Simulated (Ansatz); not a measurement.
System: sum formula ZrH₃I (charge 0, singlet). SMILES: [ZrH3][I]
Geometry: optimised at B3LYP-D3(BJ)/def2-TZVP (Ansatz, an electronic-structure program).

Computed values are from Ansatz. Valence correlation only, unless marked. Open shells are spin-unrestricted. Spin-orbit coupling is left out. Frozen are the shells of the preceding noble gas and the d and f shells that filled before the atom's block. In def2 rows, elements after Kr have scalar-relativistic effective core potentials. CBS(X,Y): correlation extrapolated as X^-3; Hartree-Fock from the larger set. The bracket is a focal-point correction in the basis named.

```json
{
 "atomisation energy De": "1269.4 kJ/mol at CCSD(T)/CBS(def2-TZVPP,def2-QZVPP)",
 "vertical ionisation energy (to the doublet)": "10.53 eV at RI-MP2/CBS(def2-TZVPPD,def2-QZVPPD)+[CCSD(T)-MP2]/def2-TZVPPD",
 "total_energy": "-345.3188 Eh at CCSD(T)/CBS(def2-TZVPP,def2-QZVPP)",
 "dipole_moment": "0.28 D at CCSD(T)/def2-SVPD",
 "T1 diagnostic": "0.019 at CCSD/def2-QZVPP"
}
```
